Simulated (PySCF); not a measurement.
B(F)(NCO)(OMe) (C2H3BFNO2), SMILES COB(F)N=C=O.

Coordinates come from a r2SCAN-D4/def2-SVP optimisation. This is a generated structure with no PubChem entry under its InChIKey; it may be hypothetical. Other conformers were not sampled.

All values below come from B3LYP/def2-TZVP (PySCF).

The molecule is in vacuum.

Computed frontier levels, gap, dipole moment and polarisability:
- highest occupied level: -8.78 eV
- lowest empty level: -0.54 eV
- orbital gap: 8.24 eV
- dipole moment: 2.46 D
- quadrupole, principal values (traceless, Buckingham form, about the centre of nuclear charge): -10.52, 4.95, 5.58 D·Å
- mean static polarisability: 49.8 bohr³ (7.38 Å³)
- polarisability, principal values: 33.5, 42.9, 73.0 bohr³
